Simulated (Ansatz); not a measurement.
Steps of a relaxation of CH9NOSi2 (`CO[SiH2][SiH2]N`) with RKS PBE-D4/def2-SVP.

```sh
$ ansatz run in.yaml --threads 4 --pin off --events-out ev --progress --plain --max-ram 10444MiB
```

```yaml
crystal:
  periodic: [false, false, false]
  atoms:
    - {symbol: C, position_ang: [-0.729200, 2.014000, 0.499900]}
    - {symbol: O, position_ang: [0.066500, 1.341600, 1.373900]}
    - {symbol: Si, position_ang: [1.169900, 0.299900, 0.725400]}
    - {symbol: Si, position_ang: [0.300400, -1.654900, -0.088400]}
    - {symbol: N, position_ang: [-0.885600, -1.425400, -1.374000]}
    - {symbol: H, position_ang: [-1.398900, 2.750400, 1.083400]}
    - {symbol: H, position_ang: [-0.172200, 2.670600, -0.211500]}
    - {symbol: H, position_ang: [-1.407700, 1.400500, -0.062600]}
    - {symbol: H, position_ang: [2.198500, -0.019000, 1.836900]}
    - {symbol: H, position_ang: [1.920900, 0.992300, -0.343200]}
    - {symbol: H, position_ang: [1.241000, -2.567500, -0.637700]}
    - {symbol: H, position_ang: [-0.496700, -2.388900, 0.984300]}
    - {symbol: H, position_ang: [-1.410200, -2.271400, -1.566300]}
    - {symbol: H, position_ang: [-0.409500, -1.171600, -2.191300]}
basis:
  gaussian: {orbitals: def2-SVP}
hamiltonian: {xc: pbe, dispersion: d4}
relax: {f_tol: 0.03, max_steps: 200}
```

Positions (Å) and forces (eV/Å) along the path, 9 of 13 steps:

```xyz
14
step=1 energy=-20454.1916 eV
C    -0.729    2.014    0.500   -1.547    3.101    0.323
O     0.067    1.342    1.374    0.455   -0.511    1.316
Si    1.170    0.300    0.725    1.744   -0.584    0.842
Si    0.300   -1.655   -0.088   -2.126   -0.259    0.427
N    -0.886   -1.425   -1.374   -0.864    0.332    1.853
H    -1.399    2.750    1.083    0.593   -0.702   -0.482
H    -0.172    2.671   -0.211    0.149   -0.124   -0.116
H    -1.408    1.401   -0.063   -0.742   -0.988   -0.808
H     2.199   -0.019    1.837   -0.503    0.065   -0.419
H     1.921    0.992   -0.343    0.286    0.321   -0.508
H     1.241   -2.567   -0.638    1.745   -1.104   -0.208
H    -0.497   -2.389    0.984    0.302    0.153    0.006
H    -1.410   -2.271   -1.566   -0.336   -0.394   -0.084
H    -0.409   -1.172   -2.191    0.842    0.696   -2.141
14
step=2 energy=-20454.6626 eV
C    -0.759    2.005    0.485   -0.781    1.195   -0.084
O     0.067    1.301    1.355    0.091    0.009    0.568
Si    1.223    0.283    0.714    0.477   -0.555    0.168
Si    0.266   -1.715   -0.075   -0.343    0.248    0.015
N    -0.908   -1.346   -1.359    0.011   -0.262    0.676
H    -1.422    2.707    1.067    0.292   -0.337   -0.126
H    -0.189    2.651   -0.229    0.049   -0.074   -0.004
H    -1.424    1.359   -0.112   -0.154   -0.333   -0.204
H     2.190   -0.049    1.830   -0.096    0.071   -0.110
H     1.961    1.002   -0.382    0.123    0.068   -0.145
H     1.389   -2.595   -0.521    0.293   -0.339   -0.020
H    -0.471   -2.413    1.049    0.045    0.065   -0.149
H    -1.500   -2.155   -1.580   -0.091    0.028   -0.097
H    -0.435   -1.064   -2.213    0.084    0.215   -0.487
14
step=4 energy=-20454.7398 eV
C    -0.797    1.972    0.436   -0.070   -0.073   -0.139
O     0.098    1.323    1.323    0.035    0.018   -0.029
Si    1.274    0.268    0.726   -0.020   -0.017    0.010
Si    0.294   -1.733   -0.059   -0.033    0.113   -0.124
N    -0.909   -1.275   -1.284    0.262   -0.122   -0.225
H    -1.460    2.640    1.021   -0.015    0.011    0.053
H    -0.259    2.603   -0.314   -0.013   -0.017    0.039
H    -1.435    1.247   -0.127    0.073    0.043    0.066
H     2.206   -0.029    1.865    0.010    0.030    0.032
H     2.054    0.956   -0.381   -0.011   -0.055    0.014
H     1.403   -2.685   -0.490   -0.076    0.018   -0.011
H    -0.468   -2.434    1.034   -0.002    0.020    0.018
H    -1.507   -2.054   -1.596    0.034    0.148    0.014
H    -0.508   -0.828   -2.127   -0.173   -0.120    0.282
14
step=5 energy=-20454.7506 eV
C    -0.810    1.934    0.416    0.023   -0.104    0.046
O     0.120    1.332    1.308    0.019    0.014   -0.120
Si    1.299    0.265    0.734   -0.045    0.061    0.044
Si    0.298   -1.720   -0.050   -0.057    0.037   -0.096
N    -0.891   -1.237   -1.271    0.069   -0.135   -0.115
H    -1.481    2.591    1.005   -0.011    0.010    0.004
H    -0.299    2.565   -0.352   -0.019   -0.008    0.018
H    -1.431    1.174   -0.117    0.055    0.047    0.030
H     2.222   -0.007    1.888   -0.011    0.014   -0.007
H     2.090    0.919   -0.385   -0.001   -0.020    0.017
H     1.373   -2.699   -0.497   -0.022   -0.001    0.011
H    -0.477   -2.404    1.047    0.004    0.011   -0.003
H    -1.515   -1.986   -1.601    0.042    0.106    0.048
H    -0.510   -0.758   -2.098   -0.045   -0.032    0.124
14
step=8 energy=-20454.7578 eV
C    -0.821    1.915    0.429    0.034    0.027    0.033
O     0.181    1.380    1.280   -0.044    0.020   -0.032
Si    1.324    0.275    0.715    0.034   -0.008   -0.003
Si    0.283   -1.704   -0.049    0.010   -0.020    0.023
N    -0.858   -1.246   -1.308   -0.025    0.022    0.021
H    -1.519    2.519    1.045    0.012   -0.018   -0.008
H    -0.387    2.587   -0.351   -0.011   -0.015    0.021
H    -1.400    1.117   -0.089   -0.013   -0.009   -0.016
H     2.234   -0.003    1.876   -0.002   -0.010    0.009
H     2.151    0.885   -0.400   -0.012   -0.005   -0.014
H     1.342   -2.727   -0.431    0.006    0.010    0.004
H    -0.528   -2.334    1.055   -0.004    0.011   -0.005
H    -1.528   -1.952   -1.627    0.000   -0.014   -0.005
H    -0.487   -0.741   -2.117    0.015    0.009   -0.028
14
step=10 energy=-20454.7589 eV
C    -0.822    1.915    0.443   -0.035    0.019   -0.036
O     0.193    1.379    1.274    0.022    0.007    0.025
Si    1.331    0.275    0.702   -0.023    0.006   -0.015
Si    0.271   -1.700   -0.039    0.024   -0.025   -0.001
N    -0.844   -1.248   -1.325    0.025    0.043   -0.015
H    -1.537    2.478    1.079    0.013   -0.013   -0.011
H    -0.407    2.625   -0.312   -0.007   -0.015    0.023
H    -1.382    1.121   -0.105    0.010    0.013    0.010
H     2.257    0.005    1.853   -0.001   -0.003   -0.004
H     2.136    0.875   -0.436    0.002   -0.005    0.004
H     1.328   -2.739   -0.384   -0.021    0.003   -0.001
H    -0.569   -2.299    1.060    0.006    0.006   -0.003
H    -1.518   -1.952   -1.641    0.002   -0.007   -0.009
H    -0.451   -0.765   -2.140   -0.016   -0.029    0.033
14
step=11 energy=-20454.7590 eV
C    -0.825    1.918    0.449   -0.064    0.015   -0.059
O     0.195    1.381    1.272    0.043   -0.018    0.025
Si    1.330    0.276    0.693    0.007   -0.012   -0.003
Si    0.272   -1.705   -0.034   -0.009    0.004   -0.006
N    -0.832   -1.245   -1.328    0.019    0.023   -0.033
H    -1.547    2.462    1.094    0.019   -0.015   -0.017
H    -0.418    2.645   -0.294   -0.009   -0.019    0.027
H    -1.376    1.127   -0.113    0.020    0.027    0.023
H     2.263    0.006    1.839    0.000    0.013   -0.005
H     2.126    0.870   -0.455   -0.001    0.002    0.013
H     1.317   -2.759   -0.370   -0.018    0.014    0.009
H    -0.582   -2.281    1.066    0.011   -0.005   -0.008
H    -1.510   -1.947   -1.644    0.001    0.000   -0.011
H    -0.427   -0.776   -2.145   -0.020   -0.032    0.046
14
step=12 energy=-20454.7593 eV
C    -0.825    1.916    0.448   -0.038    0.013   -0.036
O     0.196    1.381    1.272    0.021   -0.004    0.014
Si    1.331    0.276    0.694    0.001   -0.002   -0.001
Si    0.270   -1.703   -0.035    0.004   -0.008   -0.001
N    -0.835   -1.245   -1.328    0.005    0.014   -0.012
H    -1.547    2.462    1.091    0.014   -0.012   -0.011
H    -0.417    2.642   -0.297   -0.006   -0.015    0.020
H    -1.376    1.124   -0.112    0.013    0.016    0.014
H     2.264    0.008    1.840   -0.001    0.003   -0.003
H     2.130    0.871   -0.451   -0.001   -0.001    0.005
H     1.315   -2.756   -0.371   -0.011    0.009    0.003
H    -0.580   -2.284    1.065    0.006    0.003   -0.005
H    -1.510   -1.947   -1.646    0.000   -0.001   -0.007
H    -0.431   -0.773   -2.143   -0.007   -0.015    0.020
14
step=13 energy=-20454.7594 eV
C    -0.825    1.915    0.447    0.012    0.010    0.002
O     0.201    1.385    1.271    0.002   -0.014    0.000
Si    1.332    0.276    0.693    0.001    0.007   -0.001
Si    0.267   -1.701   -0.034   -0.004   -0.001    0.003
N    -0.839   -1.244   -1.328    0.002   -0.002    0.006
H    -1.551    2.450    1.093   -0.008   -0.001   -0.003
H    -0.420    2.648   -0.291   -0.007    0.001   -0.004
H    -1.367    1.122   -0.117    0.001   -0.001    0.004
H     2.266    0.009    1.839    0.000   -0.003   -0.001
H     2.133    0.869   -0.452    0.000   -0.002    0.000
H     1.308   -2.757   -0.369    0.002    0.001   -0.001
H    -0.582   -2.279    1.069   -0.002    0.000   -0.001
H    -1.506   -1.951   -1.652   -0.002   -0.001    0.000
H    -0.431   -0.772   -2.140    0.004    0.003   -0.004
```

Hardware: 4 threads of an Intel Xeon Platinum 8488C on a shared host. Wall time 15 s, peak host memory 0.19 GiB.
